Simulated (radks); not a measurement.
Charge is removed step by step from the 3p level of the chromium ion Cr+, starting from [Ar] 3d5. Method: scalar-relativistic Kohn-Sham, PBEsol, spin-unpolarised, spherical densities, finite nucleus; Fermi nuclear charge, rms radius 3.6452 fm; computed with a radial shooting solver on a logarithmic mesh with Libxc functionals.

| removed (e) | E - E(0) (eV) | eigenvalue (eV) | E minus straight line (eV) |
|---|---|---|---|
| 0 | 0.000 | -52.327 | 0.000 |
| 0.125 | 6.644 | -54.014 | -0.811 |
| 0.25 | 13.503 | -55.775 | -1.406 |
| 0.375 | 20.587 | -57.604 | -1.776 |
| 0.5 | 27.903 | -59.495 | -1.915 |
| 0.625 | 35.459 | -61.444 | -1.813 |
| 0.75 | 43.262 | -63.445 | -1.464 |
| 0.875 | 51.319 | -65.497 | -0.861 |
| 1 | 59.635 | -67.594 | 0.000 |

Removing the whole electron costs 59.635 eV by Delta-SCF, against 52.327 eV from minus the eigenvalue at the starting occupation. Slater's transition state (half an electron removed) gives 59.495 eV. Integrating minus the eigenvalue over the occupation (Janak's theorem) gives 59.649 eV. In this scalar-relativistic scheme the density is built from large components alone, so the theorem holds only approximately. The mean slope of the eigenvalue, de/dn, is 15.3 eV per electron.
